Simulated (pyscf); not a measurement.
A first-order saddle from PySCF, ωB97X-D3(BJ)/def2-SVP:

```xyz
7

O     -1.0903     0.9825    -1.0247
As     0.5885     0.8571    -0.7602
H      0.6899     0.8319     0.7878
As    -1.2522    -1.0883    -0.2995
H      0.4508    -0.8449    -0.7302
H     -0.5528    -2.1318     0.6475
H     -1.6617    -0.3157     0.9427
```
Charge 0, spin multiplicity 1.

Surface: singlet, charge 0. Lowest wavenumbers (cm⁻¹): 808i, 221, 327, 388, 530.

Name the species on either side of this saddle.

O=AsH + AsH₃ ⇌ H₂As–O–AsH₂, an addition across a multiple bond or ene-type step read from left to right: As–H broken and As–O, As–H formed. At CCSD(T)/def2-TZVPP + ΔMP2(QZVPP) it lies +26.5 kcal/mol from the left side and +58.2 kcal/mol from the right (each side as separated species at their lowest minima found). On the product side the descent ends in a point that may be a rotor saddle (no frequency run), 1.3 kcal/mol over the lowest minimum found and 57.3 kcal/mol under the saddle at ωB97X-D3(BJ)/def2-TZVP. At the saddle there is also a short As–As contact that neither side keeps. At ωB97X-D3(BJ)/def2-TZVP the barrier from the zero used here is 20.0 kcal/mol. O=AsH lies 7.5 kcal/mol over its isomer HO–As: [triplet] (electronic energy, ωB97M-D3(BJ)/def2-TZVP). H₂As–O–AsH₂ lies 11.8 kcal/mol over its isomer HO–AsH–AsH₂ (electronic energy, ωB97M-D3(BJ)/def2-TZVP). This is the saddle that the search found; another between the same sides may lie lower. The CCSD(T) − MP2 part came from Ansatz, without density fitting, on the same reference. The frozen core leaves the outer d or s,p core shells of the metals and heavy elements correlated in the MP2 and CC values, and def2-TZVPP describes them poorly, which can shift differences by a few kcal/mol. Elements up to Kr have no core potential and no relativistic terms here.
